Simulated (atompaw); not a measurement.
What one change does to a pseudopotential (cadmium, PAW (atompaw))

```json
{"Element": "cadmium (Cd)", "Generator": "atompaw 4.2.0.5", "Type": "PAW", "Functional": "LDA (PW92)", "Relativity": "scalar-relativistic", "Frozen core": "[Ar] 3d10 4s2", "Valence charge": "18", "Reference configuration": "4p6 4d10 5s1.75 5p0.25", "Partial waves": "5s (bound): rc 2.35 bohr; 5s channel at 1.35 Ry: rc 2.35 bohr; 4p (bound): rc 1.45 bohr; 5p (bound): rc 1.75 bohr; 4d (bound): rc 1.65 bohr; 4d channel at 0.8 Ry: rc 2.35 bohr", "Local potential": "bessel scheme, radius 2.10 bohr", "Core correction": "smooth core density matched at 1.95 bohr", "Augmentation charge": "sinc compensation charge, radius 1.75 bohr; PAW radius 2.35 bohr; waves and projectors: custom polynom vanderbiltortho"}
```

All-electron outer shells of the reference configuration (LDA (PW92), scalar-relativistic, ld1.x):

```tsv
shell	level (eV)	outermost node (bohr)	outermost maximum (bohr)
3d	-394.51	–	0.27
4s	-106.37	0.43	0.79
4p	-67.51	0.43	0.84
4d	-12.41	0.42	0.98
5s	-6.30	1.06	2.32
5p	-1.60	1.20	3.21
```

Change: augmentation sinc compensation charge, radius 1.75 bohr; PAW radius 2.35 bohr; waves and projectors: custom polynom2 7 10 vanderbiltortho.

Cutoffs: the cutoffs (Ry, on a coarse ladder) from which the occupation-weighted sum of valence levels, in a spherical-Bessel basis at the reference potential, stays within 10 and 1 mRy of its value at 400 Ry; they do not see the model core or the augmentation charge, which bear on the density cutoff.

**Question.** What does the change do?

**Answer.** The range in which the d phases agree narrows (upper end at the end of the scan → 2.5); neither file shows a bound ghost.

| quantity | base | changed |
| --- | --- | --- |
| cutoff, loose | 60 Ry | 160 Ry |
| cutoff, tight | 100 Ry | over 300 Ry |
| loose cutoff by channel (10 mRy a level) | s 6 Ry, p 35 Ry, d 35 Ry | s 6 Ry, p 25 Ry, d 25 Ry |
| bound ghosts | none | none |
| s: phases at 2.37 bohr within 0.05 rad from the reference energy up to (Ry; the scan ends near 5) | 4.3 | 4.6 |
| p: phases at 2.37 bohr within 0.05 rad from the reference energy up to (Ry; the scan ends near 5) | to the end of the scan | to the end of the scan |
| d: phases at 2.37 bohr within 0.05 rad from the reference energy up to (Ry; the scan ends near 5) | to the end of the scan | 2.5 |
| lowest overlap eigenvalue by channel | s 0.23, p 0.29, d 0.52 | s 0.20, p 0.56, d 0.58 |

 The cutoffs see the waves, projectors and local potential, not the compensation charge or the core.
